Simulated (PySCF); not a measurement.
Ge2H6S, SMILES [GeH3][S][GeH3]. Atoms are numbered in the order given.

```xyz
9

Ge     1.7123     0.0000    -0.2498
S      0.0000     0.0000     1.2077
Ge    -1.7123     0.0000    -0.2498
H      2.9878     0.0000     0.6098
H      1.6552    -1.2592    -1.1394
H      1.6552     1.2592    -1.1394
H     -1.6552     1.2592    -1.1394
H     -2.9878     0.0000     0.6098
H     -1.6552    -1.2592    -1.1394
```
Charge 0, spin multiplicity 1.

The structure is a stationary point at B3LYP-D3(BJ)/def2-SVP.

These are PBE/pcSseg-1 run with PySCF values and carry that method's errors.

GIAO shieldings, no solvent; atoms alike by connectivity are averaged. δ = σ(ref) − σ: ⁷³Ge against GeH4 (σ = 1614.4 ppm); ³³S against H2S (σ = 706.5 ppm); ¹H against TMS (σ = 31.49 ppm), references at their B3LYP-D3(BJ)/def2-TZVP geometries, non-relativistic.

```tsv
nucleus	atoms	count	δ (ppm)
⁷³Ge	Ge1, Ge3	2	198.1
³³S	S2	1	-74.3
¹H	H4, H5, H6, H7, H8, H9	6	5.17
```
